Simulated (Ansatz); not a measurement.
Ge19H28, a nanocrystal cut from cubic germanium, relaxed as a singlet with RKS PBE-D4/def2-SVP in Ansatz, starting from the GFN2-xTB geometry. Force threshold 0.03 eV/Å.

Single mean-field runs in def2-SVP are fitted with def2-universal-jkfit.

Start:

```xyz
47

Ge   -0.946    0.117   -3.870
Ge    0.489   -3.952   -0.194
Ge    1.977    2.390   -2.494
Ge    3.423   -1.660    1.201
Ge   -1.425    4.027   -3.651
Ge   -3.424    1.672   -1.184
Ge   -0.507    3.953    0.182
Ge   -0.003   -0.004    0.004
Ge   -1.975   -2.411    2.490
Ge    0.961   -0.109    3.871
Ge    1.427   -4.025    3.646
Ge    0.171    2.256   -4.104
Ge    1.612   -1.813   -0.403
Ge   -1.839   -0.111   -1.627
Ge   -0.394   -4.194    2.049
Ge    1.094    2.182   -0.245
Ge    2.556   -1.886    3.453
Ge   -2.330    3.823   -1.409
Ge   -0.870   -0.262    2.287
H    -0.009   -1.034   -4.192
H    -2.041   -0.054   -4.909
H     1.416   -5.101   -0.553
H    -0.611   -4.087   -1.233
H     3.035    1.332   -2.760
H     2.760    3.683   -2.651
H     4.490   -2.706    0.917
H     4.185   -0.357    1.024
H    -2.537    4.036   -4.688
H    -0.791    5.393   -3.853
H    -4.630    1.564   -2.103
H    -4.045    1.508    0.193
H     0.173    5.311    0.133
H    -1.009    3.890    1.614
H    -3.171   -2.488    1.555
H    -2.617   -2.568    3.857
H     1.619    1.258    3.799
H     0.449   -0.149    5.301
H     2.411   -5.172    3.481
H     0.924   -4.244    5.065
H     0.726    2.402   -5.524
H     2.165   -1.655   -1.829
H    -2.540   -1.471   -1.480
H    -1.086   -5.552    2.196
H     2.244    2.260    0.772
H     3.704   -1.808    4.463
H    -3.332    4.951   -1.143
H    -1.879    0.868    2.547
```

```csv
step,energy (eV),largest force component (eV/Å),SCF passes
1,-1074017.0789,0.478,18
2,-1074017.5300,0.179,19
3,-1074017.5793,0.016,21
```

Force components are those of the run's own axes.

End:

```xyz
47

Ge   -0.934    0.053   -3.867
Ge    0.470   -3.942   -0.248
Ge    2.027    2.363   -2.473
Ge    3.447   -1.620    1.157
Ge   -1.419    4.008   -3.634
Ge   -3.446    1.631   -1.144
Ge   -0.487    3.946    0.244
Ge   -0.002    0.000    0.002
Ge   -2.027   -2.381    2.467
Ge    0.948   -0.051    3.865
Ge    1.422   -4.009    3.632
Ge    0.189    2.216   -4.081
Ge    1.610   -1.788   -0.450
Ge   -1.842   -0.157   -1.606
Ge   -0.415   -4.167    2.022
Ge    1.126    2.163   -0.208
Ge    2.551   -1.846    3.423
Ge   -2.321    3.793   -1.368
Ge   -0.899   -0.220    2.270
H     0.079   -1.100   -4.130
H    -2.076   -0.058   -4.922
H     1.456   -5.110   -0.553
H    -0.694   -4.011   -1.281
H     3.050    1.217   -2.729
H     2.772    3.721   -2.643
H     4.503   -2.735    0.892
H     4.153   -0.241    0.999
H    -2.580    3.943   -4.671
H    -0.719    5.391   -3.789
H    -4.646    1.552   -2.134
H    -4.002    1.470    0.302
H     0.202    5.339    0.131
H    -1.037    3.795    1.693
H    -3.197   -2.451    1.441
H    -2.627   -2.552    3.895
H     1.644    1.333    3.708
H     0.417   -0.162    5.325
H     2.442   -5.160    3.383
H     0.865   -4.171    5.078
H     0.747    2.374   -5.529
H     2.153   -1.605   -1.901
H    -2.530   -1.547   -1.434
H    -1.116   -5.553    2.174
H     2.286    2.217    0.834
H     3.718   -1.771    4.456
H    -3.343    4.943   -1.107
H    -1.918    0.938    2.510
```

By distances, no bond broke or formed. The bond that changes most is Ge9–H35, from 1.52 to 1.56 Å (atoms count from 1).

No frequencies were taken in this run, so the end may be a saddle point.

Hardware: 11 threads of AMD EPYC 7R13 on a shared host and a whole NVIDIA H100 80GB HBM3. Wall time 9.5 s, peak host memory 1.5 GiB.
